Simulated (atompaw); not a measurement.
ytterbium: PAW (atompaw) pseudisation with LDA (PW92), scalar-relativistic reference atom.

Input for atompaw 4.2.0.5:

```
Yb 70
LDA-PW scalarrelativistic loggrid 2001 logderivrange -7 5 301
6 6 5 4 0 0
6 0 0
6 1 0
5 2 0
0 0 0
c
c
c
c
v
v
c
c
c
v
v
c
c
v
v
3
3.00 2.85 2.00 2.05
n
n
y
0.25
n
y
-0.9
n
bloechl sinc
4 0.5 vpsmatchnc
PWSCFOUT
UPFDX 0.0125d0 UPFXMIN -7.d0 UPFZMESH 70.d0
END
```

Command:

```bash
atompaw < Yb.input > Yb.log
```

Output (summary file):

```
Completed calculations for Yb (AE)

 Exchange-correlation type: LDA, Perdew-Wang correlation

 Radial integration grid is logarithmic
 r0 =   9.7284957E-05 h =   6.8099470E-03   n =      2001 rmax =   8.0000000E+01

 Scalar relativistic calculation

 AEatom converged in  39 iterations
   nz     =  70.00
   delta  =       2.190408830237E-15

 All Electron Orbital energies:
  n  l      occupancy      energy
  1  0      2.0000000E+00 -4.4986123E+03
  2  0      2.0000000E+00 -7.6315620E+02
  3  0      2.0000000E+00 -1.7280337E+02
  4  0      2.0000000E+00 -3.4816218E+01
  5  0      2.0000000E+00 -5.1459747E+00
  6  0      0.0000000E+00 -1.1214678E+00
  2  1      6.0000000E+00 -6.7297380E+02
  3  1      6.0000000E+00 -1.4562286E+02
  4  1      6.0000000E+00 -2.5891325E+01
  5  1      6.0000000E+00 -3.1179363E+00
  6  1      0.0000000E+00 -7.5656495E-01
  3  2      1.0000000E+01 -1.1247625E+02
  4  2      1.0000000E+01 -1.4145983E+01
  5  2      0.0000000E+00 -9.9724354E-01
  4  3      1.4000000E+01 -1.3200913E+00

 Total energy
   Total                    :   -28100.93779007681587

 ---
 Completed calculations for Yb (SC)

 Exchange-correlation type: LDA, Perdew-Wang correlation

 Radial integration grid is logarithmic
 r0 =   9.7284957E-05 h =   6.8099470E-03   n =      2001 rmax =   8.0000000E+01

 Scalar relativistic calculation

 SCatom converged in   3 iterations
   nz     =  70.00
   delta  =       8.711451376304E-17

 Valence Electron Orbital energies:
  n  l      occupancy      energy
   5  0      2.0000000E+00 -5.1459747E+00
   6  0      0.0000000E+00 -1.1214678E+00
   5  1      6.0000000E+00 -3.1179363E+00
   6  1      0.0000000E+00 -7.5656495E-01
   5  2      0.0000000E+00 -9.9724354E-01
   4  3      1.4000000E+01 -1.3200913E+00

 Total energy
   Total                    :   -28100.93779007653575
   Valence                  :     -992.93613847089284

 PAW parameters:
       lmax =            3
         rc =    3.0029675806369642
        irc =         1519
   rc_shape =    2.8631710875027387
    rc_vloc =    2.0093235024805391
    rc_core =    2.0507978645467251
   Vloc: VPS match (norm-conservation) with l= 4;e=   5.0000E-01
   Projector type: Bloechl + Gram-Schmidt ortho.
   Sinc^2 compensation charge shape zeroed at   2.8632E+00

 Number of basis functions     8
 No.   n  nodes  l      Energy         Cp coeff         Occ
  1    5    4    0   -0.5145975E+01 -0.1313557E+02  0.2000000E+01
  2    6    5    0   -0.1121468E+01 -0.9491956E+01  0.0000000E+00
  3    5    3    1   -0.3117936E+01 -0.7247414E+01  0.6000000E+01
  4    6    4    1   -0.7565650E+00 -0.9074602E+01  0.0000000E+00
  5    5    2    2   -0.9972435E+00 -0.3070399E+01  0.0000000E+00
  6  999    3    2    0.2500000E+00 -0.4163167E+01  0.0000000E+00
  7    4    0    3   -0.1320091E+01  0.7142447E+01  0.1400000E+02
  8  999    1    3   -0.9000000E+00  0.1045480E+02  0.0000000E+00

 Eigenvalues of overlap operator (in the basis of projectors):
    1        1.18155902E-03
    2        4.16756672E-02
    3        8.13664931E-02
    4        7.24704471E-01
    5        3.33865893E+00
    6        3.79439838E+00
    7        4.78004582E+00
    8        8.32729798E+01

 Orbital leakage outside PAW augmentation regions
   orb  is_core?  %out_of_sphere
   1 0    T           0.00
   2 0    T           0.00
   3 0    T           0.00
   4 0    T           0.00
   5 0    F           0.11
   6 0    F          53.91
   2 1    T           0.00
   3 1    T           0.00
   4 1    T           0.00
   5 1    F           0.98
   6 1    F          78.85
   3 2    T           0.00
   4 2    T           0.00
   5 2    F          23.16
   4 3    F           0.37

 Summary of PAW energies
   Total valence energy     :   -992.93614090796564
   Smooth energy            :  -5455.63188637566054
   One center               :   4462.69574546769491
   Smooth kinetic           :    478.89022262178463
   Vloc energy              :  -7980.61042479503521
   Smooth exch-corr         :   -339.79675976910937
   One-center xc            :   -227.86374527920123

  Detected negative values for pseudo core + nhat
    which may cause trouble
  Please try reducing rc_core and or adjusting compensation charge shape
```

Note: ghost state, extra bound levels that the all-electron valence spectrum of the same l lacks: s at -6.5 eV. A true bound ghost makes a file unfit for plane-wave use.

The run took about 31 s on one core of a shared server CPU.
